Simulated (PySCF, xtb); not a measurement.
C7H4N6, SMILES C1=CC2=NC=NC3=NC=NC(=N1)N23.

GFN2-xTB run with xtb at its own geometry gives an orbital gap of 1.85 eV and a dipole moment of 2.77 D.

The structure is a stationary point at B3LYP-D3(BJ)/def2-SVP.

What does PBE/def2-SVP run with PySCF give? (The exact figures need the calculation; the answer reports its results.)

gap 2.24 eV (levels -5.95 and -3.71 eV), dipole 2.49 D.
